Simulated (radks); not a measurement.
Ionisation of neutral antimony, [Kr] 4d10 5s2 5p3, to [Kr] 4d10 5s2 5p2 as the strength of local exchange is varied. Calculated with a radial shooting solver on a logarithmic mesh with Libxc functionals: Dirac Kohn-Sham, Slater X-alpha exchange (alpha = 2/3 is LDA exchange), no correlation, spin-unpolarised, spherical densities, finite nucleus; open shells fill j = l - 1/2 first; Fermi nuclear charge, rms radius 4.6802 fm.

alpha  E(Sb) (hartree)  exchange (hartree)  IE (eV)  -e of the level emptied (eV)  <r> of it (bohr)
0.667      -6473.05651          -160.18977    7.075                 3.672 (5p3/2)             3.040
0.687      -6477.86154          -165.11228    7.233                 3.807 (5p3/2)             3.018
0.733      -6488.92627          -176.46026    7.600                 4.126 (5p3/2)             2.970
0.889      -6526.58668          -215.21647    8.908                 5.280 (5p3/2)             2.825
0.957      -6543.06868          -232.24137    9.507                 5.817 (5p3/2)             2.768
1.038      -6562.75383          -252.62480   10.243                 6.483 (5p3/2)             2.705
1.039      -6562.99721          -252.87715   10.252                 6.491 (5p3/2)             2.704
?          -6463.69669          -150.61076    6.773                 3.413 (5p3/2)             3.083

Which alpha was used in the last row?

Answer. alpha = 0.628. NIST Atomic Spectra Database: 8.608 eV (measured). The Delta-SCF value meets it near alpha = 0.85. Spin polarisation and multiplet splitting are left out, so open shells lie too high by an amount that depends on their filling.

Beside tabulated values, note that spin-unpolarised runs miss the spin-polarisation part of the exchange energy of open shells.
